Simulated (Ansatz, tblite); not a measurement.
Cost and result up the ladder for the cluster Cu₃Se⁺ (the lowest singlet isomer of a short search) (4 atoms). Charge 1, multiplicity 1. Geometry: r2SCAN-D4/def2-SVP.

```xyz
4

Cu   -0.7695    0.9500   -0.8709
Cu   -0.0079    0.4317    1.4386
Cu    1.3939   -0.2223   -0.5136
Se   -0.6165   -1.1594   -0.0542
```

Ansatz on 4 threads of Arm Neoverse V2 on a shared host; xTB runs through tblite on one thread. Times are rough, summed over both states, and most runs start from the orbitals of an earlier one. ωB97M-V/def2-TZVP serves as the yardstick here, not as an exact answer. Differences are given only for rows in sets of like size (and for xTB, whose basis is part of the method), since another set adds its own error. The other state is a triplet at its own geometry.

The 6-31G sets use Cartesian d functions. The xTB rows come from tblite. B3LYP takes the VWN-RPA correlation. At PBE0-D4/def2-TZVP a singlet of charge 1 lies 2.08 eV below the triplet, each at its own geometry. The structure comes from a short search, and lower isomers may exist.

xTB has no spin-polarisation term.

```csv
level,functions,wall time
GFN2-xTB,36,0.007 s
GFN1-xTB,36,0.008 s
HF/6-31G,116,5 s
B3LYP-D4/6-31G,116,13 s
B3LYP-D4/def2-TZVP,183,19 s
PBE0-D4/def2-TZVP,183,28 s
r2SCAN-D4/def2-TZVP,183,44 s
ωB97M-V/def2-TZVP (with forces),183,66 s
```

(1) Estimate what each level gives for the triplet − singlet (eV).

Results:

(1) 
| level | triplet − singlet (eV) | difference from ωB97M-V/def2-TZVP (eV) |
| --- | --- | --- |
| GFN2-xTB | 2.27 | -0.03 |
| GFN1-xTB | 1.69 | -0.62 |
| HF/6-31G | 1.65 | – |
| B3LYP-D4/6-31G | 1.04 | – |
| B3LYP-D4/def2-TZVP | 1.99 | -0.32 |
| PBE0-D4/def2-TZVP | 2.08 | -0.22 |
| r2SCAN-D4/def2-TZVP | 1.78 | -0.53 |
| ωB97M-V/def2-TZVP (with forces) | 2.31 | 0.00 |
